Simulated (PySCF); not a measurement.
## Radial density of B²⁺ (boron, charge +2)

UHF, [He] 3d1, 2D determinant (an excited configuration). Computed with PySCF 2.14 in aug-cc-pwCVDZ, with no relativity, point nucleus.

```tsv
r (bohr)	4πr²ρ (e/bohr)	4πr²(ρα − ρβ)
0.00670	0.03659	0.0000
0.0113	0.09936	0.0000
0.0190	0.2594	0.0000
0.0319	0.6466	0.0000
0.0536	1.473	0.0000
0.0902	2.915	0.0000
0.152	4.536	-0.0001
0.255	4.792	-0.0001
0.429	2.691	0.0002
0.722	0.5387	0.0032
1.21	0.06043	0.0416
2.04	0.2224	0.2224
3.44	0.2728	0.2728
5.78	0.08054	0.0805
9.72	2.900e-05	0.0000
```

The outer electron is Rydberg-like, and this basis confines it to a smaller radius and binds it less than a complete one would.
